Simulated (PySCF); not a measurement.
**Static response to an electric field**

Compound: CH10OSi3.
Structure used (GFN2-xTB), in Å, numbered top down from 1:
```xyz
15
CH10OSi3 angstrom
C      2.219    0.845    0.221
Si     1.422   -0.720   -0.506
Si    -0.762   -0.837    0.249
O     -1.320   -2.076   -0.671
Si    -2.130    1.025    0.054
H      2.209    0.828    1.307
H      3.253    0.944   -0.093
H      1.695    1.742   -0.096
H      1.538   -0.624   -1.971
H      2.279   -1.857   -0.129
H     -0.846   -1.302    1.656
H     -2.194   -2.443   -0.572
H     -1.503    2.197    0.671
H     -3.453    0.895    0.683
H     -2.413    1.392   -1.340
```

Level: PBE0/def2-SVPD (PySCF), static field, nuclei fixed, core orbitals frozen in the response. The polarisability tensor in these axes (au):

```
x   120.16  -7.30  -3.48
y    -7.30 103.31   2.31
z    -3.48   2.31  88.99
```

Task: Diagonalise the tensor; give its mean and Δα, where Δα² is half the sum of the squared differences of the eigenvalues.

Result: Principal values 88.44, 100.66 and 123.36 au; mean 104.15 au = 15.43 Å³ = 17.17 × 10⁻⁴⁰ C²·m²/J; Δα = 30.70 au (29 % of the mean).

Task: What is the dipole moment, and where does it point?

Result: (-0.67, 0.12, 0.67) D, 0.95 D in size, pointing from the negative to the positive side. Measured along this direction, the outermost atoms are H9 at the negative end and H14 at the positive end.

Task: Give the eigenvalues of the traceless quadrupole moment Θ = ½Σq(3rr − r²1), origin at the centre of nuclear charge.

Result: -6.85, -2.38, 9.22 D·Å. The values depend on the origin, since the dipole doesn't vanish. The electronic extent ⟨r²⟩ about the same centre is 1195 bohr², a root-mean-square distance of 2.25 Å for the 66 electrons.

Task: What would n − 1 = 2πNα be for an ideal gas of these molecules at 298.15 K and 1 atm, electronic part alone?

Result: N = p/kT = 2.4615 × 10¹⁹ cm⁻³, so n − 1 = 2π × N × 15.43 × 10⁻²⁴ cm³ = 2387 × 10⁻⁶ at long wavelengths.

Task: Form Σ f/ω² (atomic units) for the 6 lowest TDDFT singlets, given as eV and f, and set it beside the mean polarisability, which is this sum over all singlets: 5.58, 0.0377; 6.01, 0.0093; 6.37, 0.1281; 6.86, 0.0028; 7.10, 0.0059; 7.16, 0.0533.

Result: They add up to 4.33 au, 4.2 % of the 104.15 au; the largest single term is 2.34 au, from the state at 6.37 eV. Terms in order: 0.90, 0.19, 2.34, 0.04, 0.09, 0.77 au. Higher excitations give the rest. The strengths listed sum to 0.237.

Task: Directions of the eigenvectors, and the extent of the frame along each?

Result: Largest value along (0.93, -0.35, -0.12), where the nuclei span 6.39 Å; middle along (0.36, 0.93, 0.08), 5.33 Å; least along (0.08, -0.11, 0.99), 3.47 Å. The response follows the extents in order.

Task: Find the Langevin capture rate constant for NH4+ (18.034 u) meeting this molecule (122.004 u), k = 2.342 × 10⁻⁹ cm³/s × √(α in Å³ / reduced mass in u).

Result: The reduced mass is 15.71 u, so k = 2.32 × 10⁻⁹ cm³/s. The formula leaves out the permanent dipole, which adds to the capture rate.

One conformer (not necessarily the lowest) at the GFN2-xTB geometry, without solvent, vibrations or thermal averaging.

The run behind these numbers computed excited states as well. Hardware: Arm Neoverse V1, one thread, shared host with 32 logical CPUs at a one-minute load of 24. Cost: 30 s (with the writing of density and orbital grids), 0.82 GiB resident at most.
